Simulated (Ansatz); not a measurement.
Relaxed structures of SiH2SO2, singlet (PBE0-D4/def2-TZVP; forces vanish, vibrations not checked; lower isomers may exist, and structures with a doubtful reference or unclear bonds are left out; Å). Program: Ansatz 0.2.0. Basis: def2-TZVPP. Cores are frozen in the correlated methods.

Q: Rank them by CCSD(T) energy, lowest first, and give each one's height above the lowest. Links in brackets join atoms within 1.22 times the sum of their covalent radii (1.1 for two metals). (An estimate is asked for; the value comes from the calculation.)
A.
SiH₂SO₂ ([O][Si]([OH])[SH])
```
6
angstrom
O -0.4076 -1.0529 1.3658
Si 0.0401 -0.1741 0.2187
O 1.5522 0.1278 -0.2691
S -1.1620 0.9180 -1.0857
H 2.2500 -0.3050 0.2318
H -2.2727 0.4862 -0.4614
```
B.
SiH₂SO₂ ([O][S]([OH])[SiH])
```
6
angstrom
O -0.2079 -1.0869 1.2557
Si -1.1671 1.0252 -1.1145
O 1.5185 -0.1740 -0.3066
S -0.0406 -0.1856 0.1184
H 2.0501 -0.1241 0.5018
H -2.2730 0.4069 -0.2705
```
C.
SiH₂SO₂ ([O][OH][Si][SH])
```
6
angstrom
O 1.7692 0.6809 -1.5054
Si -0.0664 -0.2096 0.4486
O 1.4999 0.0078 -0.2529
S -1.0052 0.7877 -1.1389
H 2.3279 -0.3024 0.1339
H -2.1993 0.5826 -0.5343
```

A: By the calculation: A (0.0 kJ/mol), B (531.5 kJ/mol), C (631.3 kJ/mol). Heights count from the lowest.

The T1 diagnostic stays at or below 0.026. The T1 diagnostic is large here, which may signal multireference character or strong orbital relaxation, so CCSD(T) is less sure.

For scale, one of the runs: CCSD(T)/def2-TZVPP, 174 basis functions, launched by `ansatz run in.yaml --threads 2 --pin off --events-out ev --progress --plain --max-ram 4352MiB`. The run took 45 s on 2 CPU threads of an Arm Neoverse V2 (shared host), with 1.5 GiB of host memory at its peak.
